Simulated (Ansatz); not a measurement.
GeICl₃, relaxed as a singlet with RKS PBE0-D4/def2-SVP in Ansatz, starting from the GFN2-xTB geometry. Force threshold 0.02 eV/Å.

In the def2 sets I takes a core potential; there is no spin–orbit coupling.

Start:

Cartesian coordinates in Å:
```
Ge -0.064 0.053 -0.014
I 1.838 -1.559 0.407
Cl 0.702 1.826 -0.897
Cl -1.005 0.526 1.830
Cl -1.471 -0.846 -1.325
```

(1) Estimate the energy that the relaxation releases and the steps that it takes.

(2) Does the start keep its bonding and symmetry?

(3) Predict the relaxed structure.

Answers

(1) 0.4 kcal/mol, in 6 steps; 18 s on 2 threads of AMD EPYC 7R13 on a shared host. The force fell under the threshold at step 4, but the optimiser went on. No frequencies were taken in this run, so the end may be a saddle point.

(2) By distances, no bond broke or formed. The bond that changes most is Ge1–I2, from 2.53 to 2.48 Å (atoms count from 1). Point group C3v at the start, C3v at the end, both within 0.05 Å.

(3) 
Cartesian coordinates in Å:
```
Ge -0.036 0.030 -0.008
I 1.830 -1.553 0.405
Cl 0.692 1.828 -0.897
Cl -1.011 0.531 1.823
Cl -1.475 -0.837 -1.323
```
Bond lengths: 3 × Cl–Ge 2.13 Å; 1 × Ge–I 2.48 Å.
